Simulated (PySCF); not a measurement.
# Continuum solvent and chemical shifts

Cartesian coordinates in Å; atom numbers follow the order of the lines, from 1:
```xyz
22

C    -2.6101    1.0694    0.9521
C    -1.8224    0.5067   -0.2072
O    -0.8261   -0.3623    0.2810
Si    0.1091   -1.3531   -0.6906
C     0.9269   -2.5929    0.4351
C     1.3517   -0.2820   -1.6028
C     1.8963    0.8391   -1.0922
Si    1.6356    1.5715    0.6270
H    -3.0771    0.2575    1.5290
H    -3.4009    1.7464    0.5948
H    -1.9490    1.6321    1.6277
H    -2.4957   -0.0339   -0.9005
H    -1.3607    1.3279   -0.7888
H    -0.7698   -2.0280   -1.7014
H     0.1704   -3.1659    0.9926
H     1.5456   -3.2985   -0.1401
H     1.5736   -2.0754    1.1595
H     1.6444   -0.5719   -2.6232
H     2.5967    1.4021   -1.7276
H     1.5658    0.5311    1.6929
H     0.4195    2.4395    0.6847
H     2.8184    2.4451    0.9067
```

GIAO PBE0/pcSseg-1 in PySCF on one PBE0-D3(BJ)/def2-SVP conformer, non-relativistic, equivalent nuclei averaged. Solvents enter as an IEF-PCM continuum (chloroform with ε = 4.7, tetrahydrofuran with ε = 7.4) around the gas-phase geometry. Shifts are referred to TMS computed in the same medium.

Gas phase, δ in ppm: C6 162.1, C7 152.9, C2 62.0, C1 19.9, C5 -1.1, Si4 -3.0, Si8 -76.5, H19 7.19, H18 7.11, H14 4.92, H20/H21/H22 4.22, H13 3.64, H12 3.46, H9/H10/H11 1.30. Dipole moment 1.09 D.

(1) How does each δ change in the continuum?

(2) Which of the listed nuclei move most (in ppm), and what does the model miss? (N and O are left out, as their reference compounds move with the solvent too.)

Results:

(1) 
| atoms | environment | Δδ, chloroform | Δδ, tetrahydrofuran |
| --- | --- | --- | --- |
| C6 | alkene CH | +1.9 | +2.2 |
| C7 | alkene CH | +0.4 | +0.5 |
| C2 | sp3 CH2 bonded to O | +0.7 | +0.8 |
| C1 | methyl carbon | +0.3 | +0.4 |
| C5 | methyl carbon bonded to Si | +0.1 | +0.1 |
| Si4 | silicon bonded to 2 C, O, H | +0.5 | +0.5 |
| Si8 | silicon bonded to C, 3 H | -0.3 | -0.4 |
| H19 | hydrogen on an alkene CH | +0.08 | +0.09 |
| H18 | hydrogen on an alkene CH | +0.14 | +0.17 |
| H14 | hydrogen on a silicon bonded to 2 C, O | -0.05 | -0.06 |
| H20/H21/H22 | hydrogen on a silicon bonded to C | -0.05 | -0.06 |
| H13 | hydrogen on an sp3 CH2 bonded to O | +0.02 | +0.02 |
| H12 | hydrogen on an sp3 CH2 bonded to O | +0.07 | +0.08 |
| H9/H10/H11 | hydrogen on a methyl carbon | -0.01 | -0.01 |

Changes are relative to the gas phase. The dipole moment becomes 1.37 D in chloroform, 1.42 D in tetrahydrofuran.

(2) C6 (alkene CH, +2.2 ppm) in tetrahydrofuran. A continuum only polarises the solute; specific hydrogen bonds, the anisotropy of aromatic solvents and changes of geometry or conformer are outside it.
